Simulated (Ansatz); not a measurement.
`[NH2][ZnH]` + `O=CC(O)[SiH2]O` → `[NH2][Zn][OH]` + `O=CC[SiH2]O`  (redistribution)

Calculated with Ansatz (gas phase, PBE0-D4/def2-TZVP geometries, no zero-point term in ΔE). CCSD(T)/CBS is the MP2 limit (def2-TZVPP, def2-QZVPP) plus CCSD(T) − MP2 in def2-TZVPP, frozen cores. Functionals use def2-TZVPP. For Zn outer-core shells are correlated without core-valence functions, which leaves a few kJ/mol of doubt a bond. Scalar relativity is left out up to krypton. One conformer a species, not always the lowest.

`[NH2][ZnH]`:

Cartesian coordinates in Å:
```
N -0.056 0.264 0.790
Zn 0.208 -0.143 -0.960
H 0.303 -0.346 1.509
H -0.947 0.630 1.094
H 0.492 -0.405 -2.433
```

`O=CC(O)[SiH2]O`:

Cartesian coordinates in Å:
```
O -2.355 -0.107 -0.908
C -1.347 0.559 -0.918
C -0.383 0.520 0.202
O -0.876 -0.239 1.282
Si 1.261 -0.343 -0.269
O 2.101 -0.540 1.124
H -1.092 1.212 -1.774
H -0.156 1.551 0.511
H -1.725 -0.596 0.971
H 0.896 -1.632 -0.911
H 2.095 0.485 -1.173
H 1.581 -0.871 1.862
```

`[NH2][Zn][OH]`:

Cartesian coordinates in Å:
```
N 0.816 0.502 -1.075
Zn -0.172 -0.339 0.185
O -1.083 -1.371 1.300
H 1.646 0.977 -0.746
H 0.316 1.140 -1.680
H -1.523 -0.909 2.015
```

`O=CC[SiH2]O`:

Cartesian coordinates in Å:
```
O 0.143 -1.810 1.006
C -0.446 -1.442 0.016
C 0.050 -0.370 -0.881
Si 0.021 1.256 0.099
O 0.912 1.027 1.453
H -1.436 -1.878 -0.230
H 1.106 -0.540 -1.111
H -0.528 -0.299 -1.804
H -1.393 1.605 0.403
H 0.631 2.340 -0.706
H 0.940 0.111 1.755
```

| level | ΔE (kJ/mol) |
| --- | --- |
| ωB97X-V | -121.3 |
| ωB97M-V | -120.0 |
| B2PLYP | -130.1 |
| PBE | -116.6 |
| r2SCAN | -122.8 |
| CCSD(T)/def2-TZVPP | -128.5 |
| MP2/def2-QZVPP | -144.5 |
| HF/CBS(def2) | -130.9 |

(1) What does CCSD(T)/CBS give? (Best estimate.)

Largest T1 diagnostic among the species: 0.017.

## Answers

(1) The calculation gave: -135.6 kJ/mol. The listed levels differ from it by 14.3, 15.6, 5.5, 19.0, 12.8, 7.1, -8.9, 4.7 kJ/mol.
